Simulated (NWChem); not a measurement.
# Correlation energy of phosphorus nitride (NP)

```xyz
2

N      0.0000     0.0000     1.0149
P      0.0000     0.0000    -0.4736
```
Charge 0, spin multiplicity 1.

All runs are NWChem calculations. The geometry was optimised at PBE0/def2-SVP, a minimum by its harmonic frequencies.

Basis set: def2-TZVP. Each correlation energy counts from its own Hartree-Fock reference.

The correlated methods keep 6 core orbitals frozen. No row is a measurement; the coupled-cluster row has its own basis-set and correlation limits.

Q: For the correlation energy, SCS-MP2 gives -338.1 mHa and CCSD+T(CCSD) gives -369.2 mHa. What do CCSD(T), MP2, CR-CCSD[T] give?

A: CCSD(T): -367.9 mHa; MP2: -345.4 mHa; CR-CCSD[T]: -363.6 mHa.
